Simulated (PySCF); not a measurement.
Distorted geometries of [Pr(NH3)2]3+

[Pr(NH3)2]3+ (singlet in the valence; each metal's 4f electrons, 2 of them, lie in its core potential, out of spins and levels). PySCF 2.14.0, RKS BP86, Pr lcecp-1-SVP with ECP48, N def2-SVP, H def2-SVP; non-relativistic Hamiltonian with scalar-relativistic core potentials where named; density fitting; no spin-orbit coupling. Relaxed geometry:

```xyz
9

Pr   -0.0896    1.1577    0.0004
N     0.0166   -0.1965    2.0824
H     0.8620   -0.0290    2.6844
H    -0.7740   -0.0384    2.7569
H     0.0179   -1.2401    1.9710
N     0.0176   -0.1949   -2.0835
H     0.8527   -0.8237   -2.1881
H    -0.7853   -0.8517   -2.2525
H     0.0422    0.3676   -2.9710
```

Problem. Order these distorted geometries by energy above the relaxed one, lowest first.
A.
```xyz
9

Pr   -0.2003    1.3123   -0.2418
N     0.0684   -0.2780    1.9515
H     0.7990    0.1068    2.6074
H    -0.8506   -0.0596    2.9087
H     0.0840   -1.4077    2.1093
N    -0.0242   -0.1477   -1.9253
H     0.7722   -0.6210   -2.0872
H    -0.9044   -1.0414   -2.2597
H     0.4160    0.2874   -3.0629
```
B.
```xyz
9

Pr   -0.1128    1.0948   -0.0384
N     0.0195   -0.1895    2.1135
H     0.8949    0.0031    2.6540
H    -0.7450   -0.0631    2.7391
H     0.0184   -1.2356    1.9312
N     0.0312   -0.1949   -2.0679
H     0.7954   -0.8560   -2.1938
H    -0.7835   -0.8120   -2.2050
H     0.0420    0.4043   -2.9326
```
C.
```xyz
9

Pr   -0.2076    1.0153    0.0376
N     0.2122   -0.0401    1.9798
H     0.7296    0.0121    2.7072
H    -0.6916    0.0833    2.6417
H    -0.1336   -1.2520    2.0235
N    -0.0291   -0.3554   -2.0165
H     0.8684   -0.9099   -2.2095
H    -0.8040   -0.8986   -2.2470
H     0.2159    0.4964   -2.9169
```

Solution. B (0.16 eV), C (2.73 eV), A (3.64 eV).

Problem. Which forces (eV/Å) act in the one that lies 3.64 eV up?

Solution. 
```
Pr  -0.21  0.37  2.59
N   -3.23 -0.46  3.71
H    0.38 -0.49 -0.48
H    2.52 -0.70 -3.39
H    0.24  2.60 -0.76
N   -4.98  0.34 -5.73
H    5.06 -4.20  0.62
H    2.72  2.96  0.86
H   -2.50 -0.42  2.58
```
Forces carry noise of the integration grid, about 0.01 to 0.03 eV/Å.

A frequency check found unstable modes (1, the lowest at -40 cm⁻¹), so the relaxed geometry is probably a saddle point. An lcecp potential fixes the number of 4f electrons, so in runs with it no electron can move into or out of that shell.
